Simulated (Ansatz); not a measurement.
Born–Oppenheimer molecular dynamics of FH$_{5}$OSn (8 atoms, charge 0, multiplicity 1). It starts at the highest image of a converged band, a first-order saddle point between two minima.

Method: RKS PBE/def2-SVP (Ansatz 0.2.0).

```json
{
  "ensemble": "NVE (velocity Verlet)",
  "time step": "0.5 fs",
  "steps asked": "200",
  "starting velocities drawn for": "100 K",
  "seed": "4115"
}
```

First frame:

```xyz
8
Properties=species:S:1:pos:R:3
Sn -0.156 -0.051 -0.030
H -0.004 0.570 1.927
H 1.553 -0.308 -0.019
H -0.771 1.355 -0.812
O -0.736 -1.810 -0.796
H -1.677 -1.946 -0.571
F -1.895 -0.279 1.359
H -0.937 0.233 1.917
```

(1) How far do the bonds stretch over the last three quarters of this one trajectory? (Pairs bonded in most of those frames.)

Answers

(1) 
```csv
bond,mean (Å),spread (Å),shortest,longest
Sn1–H2,1.755,0.025,1.71,1.81
Sn1–H3,1.730,0.020,1.69,1.77
Sn1–H4,1.734,0.029,1.69,1.78
Sn1–O5,2.021,0.007,2.01,2.03
O5–H6,0.978,0.002,0.97,0.98
F7–H8,0.946,0.035,0.89,1.01
```

Mean temperature of the second half: 808 K. The conserved energy stayed within 0.18 meV per atom of its start (net change -0.11 meV per atom), so the integration is sound. The kinetic energy rose, since the run started high on the potential surface and went downhill. It ends in pieces (FH + H4OSn), so much of that is their flight and rotation, not heat. A run of 0.1 ps of so small a system gives no equilibrium averages. The orbitals stay closed-shell, which can raise the energy where a bond breaks towards radicals; this wasn't checked here.

Run time: 7.5 min on 1 thread of Arm Neoverse V1, with other jobs on the host, peak memory 0.14 GiB.
